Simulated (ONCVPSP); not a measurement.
**What one change does to a pseudopotential (oxygen (O), ONCV)**

* Element: O
* Generator: ONCVPSP 4.0.1
* Type: optimised norm-conserving Vanderbilt (ONCV)
* Functional: PBEsol
* Relativity: scalar-relativistic
* Frozen core: [He]
* Valence charge: 6
* Reference configuration: 2s2 2p4
* Partial waves: 2s: rc 0.90 bohr, ncon 5, nbas 8, qcut 9.4 1/bohr, local; 2p: rc 1.05 bohr, ncon 4, nbas 8, qcut 8.3 1/bohr, 2 projectors, debl 2.5 Ha
* Local potential: the s channel
* Core correction: polynomial model core, fcfact 0.2

Change: s: nbas 9.

Cutoffs: the cutoffs (Ha) at which the residual kinetic energy of the hardest occupied pseudo-wave falls to 1 and 0.1 mHa per electron; they do not see the model core or the augmentation charge, which bear on the density cutoff. Errors are all-electron minus pseudo energies relative to the spin-unpolarised reference configuration.

Question: Predict the effect on cutoff, ghosts and configuration errors.

Answer: The potential gets neither clearly harder nor softer (61 Ha and 175 Ha → 61 Ha and 175 Ha); the errors of the 4 common tests hardly move; neither file shows a bound ghost.

| quantity | base | changed |
| --- | --- | --- |
| cutoff, loose | 61 Ha | 61 Ha |
| cutoff, tight | 175 Ha | 175 Ha |
| loose cutoff by channel | s 42 Ha, p 61 Ha | s 40 Ha, p 61 Ha |
| bound ghosts | none | none |
| GHOST(+) flags under 300 eV | none | none |
| error for 2s2 2p3, meV [ΔE 16.36 eV] | +7.7 | +7.9 |
| error for 2s2 2p2, meV [ΔE 49.84 eV] | +75 | +76 |
| error for 2s2 2p1, meV [ΔE 103.54 eV] | +324 | +329 |
| error for 2s2 2p3.5, meV [ΔE 6.25 eV] | +0.9 | +0.9 |
| s: phases at 0.91 bohr within 0.05 rad from the reference energy up to (Ha; the scan ends near 5) | to the end of the scan | to the end of the scan |
| p: phases at 1.06 bohr within 0.05 rad from the reference energy up to (Ha; the scan ends near 5) | to the end of the scan | to the end of the scan |
| rms error of d²Exc/dni dnj with the model core, mHa | 1.25 | 1.26 |
